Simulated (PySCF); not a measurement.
# What a mistake does to a calculation on AlBCH5Si cation

Calculated results; nothing here was measured. The program is PySCF 2.14.0, an open-source quantum chemistry code, run on an isolated molecule that a program drew, which may never have been made. The molecule is AlBCH5Si cation (charge +1, singlet), drawn as the SMILES string `[AlH2][CH]=B[SiH2+]`.

Each row is a Hartree-Fock (HF) and frozen-core CCSD(T) single point in the cc-pV(D+d)Z basis, meant for a local HF minimum. Run 1 is clean. Each other run has one planted mistake out of seven kinds, and not every kind appears here: one electron removed, one electron added, multiplicity raised by two, geometry at a saddle point, minimal basis STO-3G, one bond length entered in bohr, all coordinates scaled. The reference is restricted for singlets and unrestricted otherwise, and also for a bond in bohr. Adding or removing an electron swaps singlet and doublet. Electrons count all cores. HOMO and LUMO are orbital energies over both spins, the gradient is its largest component, and the lowest frequency (negative if imaginary) is given only where the gradient is small. Bond lengths are over the 8 bonds as drawn. T1 is the CCSD diagnostic: over 0.02 (restricted) or 0.045 (unrestricted) a single reference is doubtful.

Geometry of the clean run:
```xyz
9
AlBCH5Si cation, angstrom
Al   -0.3731    1.3345   -1.3427
C    -0.9191   -0.5571   -1.8101
B     0.0240   -1.3576   -1.2187
Si    1.4712   -2.2076   -0.2888
H    -1.2415    2.5169   -1.8646
H     0.9318    1.3575   -0.4635
H    -1.8000   -0.7424   -2.4122
H     1.6113   -3.6637   -0.2709
H     2.4738   -1.4202    0.4279
```

| run | electrons | basis functions | <S^2> | HOMO (eV) | LUMO (eV) | gradient (hartree/bohr) | lowest frequency (cm^-1) | mean bond (Å) | longest bond (Å) | T1 | HF (hartree) | CCSD(T) (hartree) | mistake |
|---|---|---|---|---|---|---|---|---|---|---|---|---|---|
| 1 | 42 | 99 | 0.000 | -14.28 | -5.81 | 3.3e-05 | 67 | 1.5566 | 2.024 | 0.0233 | -595.97547 | -596.39585 | no fault |
| 2 | 42 | 99 | 1.277 | -12.45 | -5.59 | 2.6e-02 | - | 1.7316 | 2.974 | 0.0855 | -595.87772 | -596.28335 | one bond length entered in bohr |
| 3 | 42 | 99 | 0.000 | -15.43 | -5.83 | 7.8e-02 | - | 1.4196 | 1.845 | 0.0195 | -595.89731 | -596.30823 | all coordinates scaled |
| 4 | 41 | 99 | 0.755 | -20.21 | -12.22 | 4.7e-02 | - | 1.5566 | 2.024 | 0.0193 | -595.49916 | -595.86499 | one electron removed |
| 5 | 43 | 99 | 0.820 | -7.54 | 0.92 | 3.2e-02 | - | 1.5566 | 2.024 | 0.0231 | -596.22104 | -596.65078 | one electron added |
| 6 | 42 | 33 | 0.000 | -12.08 | -2.37 | 4.9e-02 | - | 1.5566 | 2.024 | 0.0233 | -589.03143 | -589.26864 | ? |

**Which mistake was planted in run 6, and what did it cost?**

It has 33 basis functions where the clean run has 99, with the same electrons and geometry. So the mistake is: minimal basis STO-3G. Subtracting run 1 and multiplying by 627.51 kcal/mol a hartree, the energy moved by 4357.5 kcal/mol in HF and 4472.4 kcal/mol in CCSD(T).

Cautions from the logs. Run 1: T1 is over the limit, so its CCSD(T) energy is less reliable; run 2: T1 is over the limit, so its CCSD(T) energy is less reliable; run 6: T1 is over the limit, so its CCSD(T) energy is less reliable.
